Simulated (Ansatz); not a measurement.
Al4Ga3⁺. The state is a singlet with charge 1. Geometry PBE-D4/def2-SVP.

```xyz
7

Al   -0.261    0.308   -2.018
Al   -0.555   -0.021    2.037
Al    1.601    1.295   -0.469
Al   -1.930   -0.709   -0.079
Ga    1.709   -0.777    1.062
Ga   -0.835    1.777    0.215
Ga    0.271   -1.873   -0.748
```

The restricted singlet is unstable towards broken spin symmetry in Hartree–Fock (as tested in another run); at HF/STO-3G, PBE-D4/def2-SVP, PBE-D4/def2-TZVP, B97M-V/def2-TZVP and others this wasn't settled. Another isomer (singlet) lies 0.03 eV lower at PBE0-D4/def2-TZVP; other spin states weren't run for this one.

Task: Estimate the orbital energies around the gap (eV) in Ansatz with HF/STO-3G, PBE-D4/def2-SVP, PBE-D4/def2-TZVP, B97M-V/def2-TZVP, PBE0-D4/def2-SVP.

Result: 
| orbital | HF/STO-3G | PBE-D4/def2-SVP | PBE-D4/def2-TZVP | B97M-V/def2-TZVP | PBE0-D4/def2-SVP |
| --- | --- | --- | --- | --- | --- |
| HOMO−5 | -9.62 | -10.94 | -10.83 | -10.74 | -11.63 |
| HOMO−4 | -9.08 | -10.54 | -10.42 | -10.37 | -11.19 |
| HOMO−3 | -8.42 | -10.41 | -10.32 | -10.33 | -11.11 |
| HOMO−2 | -8.37 | -9.44 | -9.30 | -9.35 | -10.11 |
| HOMO−1 | -8.19 | -9.42 | -9.29 | -9.33 | -10.10 |
| HOMO | -6.16 | -9.29 | -9.19 | -9.21 | -9.84 |
| LUMO | -0.49 | -7.48 | -7.38 | -7.21 | -6.92 |
| LUMO+1 | -0.28 | -7.34 | -7.22 | -7.06 | -6.76 |
| LUMO+2 | 0.22 | -7.18 | -7.07 | -6.93 | -6.58 |
| LUMO+3 | 0.42 | -6.91 | -6.80 | -6.63 | -6.29 |
| LUMO+4 | 0.78 | -6.82 | -6.70 | -6.53 | -6.23 |
| LUMO+5 | 1.32 | -6.62 | -6.51 | -6.34 | -6.02 |
